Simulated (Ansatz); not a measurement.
Isolated molecules relaxed with PBE0-D4/def2-TZVP in Ansatz; ΔE leaves out vibrations. CCSD(T)/CBS is the MP2 limit (def2-TZVPP, def2-QZVPP) plus CCSD(T) − MP2 in def2-TZVPP, frozen cores. This one scheme is used for every species, atoms too. Functionals use def2-TZVPP. Open shells (•) are unrestricted, without spin–orbit coupling. Spin–orbit coupling would lower the free atoms: a little for Al; clearly for Br. For Br outer-core shells are correlated without core-valence functions, so the limit isn't a true one: a few kJ/mol of doubt a bond, and 10 to 20 or more in all where bonds break to atoms. Scalar relativity is left out up to krypton. Each species was taken in one conformer, which may not be the lowest.

Consider the atomization: `[NH2][AlH][Br]` → Al• + Br• + 3 H• + N•.

`[NH2][AlH][Br]`:

```xyz
6

N     0.379   -0.604    0.708
Al   -0.323    0.576   -0.387
Br   -0.366    0.059   -2.585
H     0.451   -0.481    1.705
H     0.763   -1.492    0.429
H    -0.902    1.942    0.130
```

CCSD(T)/CBS gives +19.31 eV.

(1) Another level gave +18.91 eV. Which?
A. BLYP/def2-TZVPP
B. MP2/def2-TZVPP
C. CCSD(T)/def2-TZVPP
D. revPBE-D4/def2-TZVPP

Largest T1 diagnostic among the species: 0.018.

## Answers

(1) B. MP2/def2-TZVPP 18.91, revPBE-D4 18.76, CCSD(T)/def2-TZVPP 18.61, BLYP 18.82 eV.

From PBE to PBE0 (25 % exact exchange), in def2-TZVPP and without D4, ΔE moves by −0.27 eV: exact exchange takes away binding that semilocal exchange gives to molecules. In def2-TZVPP, CCSD(T) changes the Hartree–Fock value by +4.92 eV (the triples alone add +0.27 eV) and MP2 by +5.22 eV; breaking electron pairs costs correlation energy, which Hartree–Fock lacks. At CCSD(T), def2-SVP lies −1.59 eV from the extrapolated value and def2-TZVPP −0.70 eV: correlation converges slowly with the basis, and small sets miss more of it in the bonded molecule than in its fragments.

For atomizations the MP2-based limit and the directly extrapolated one differ by several kJ/mol either way, and by 10 to 25 for some Ge, Se and Sn compounds, so smaller differences from it don't rank the levels.
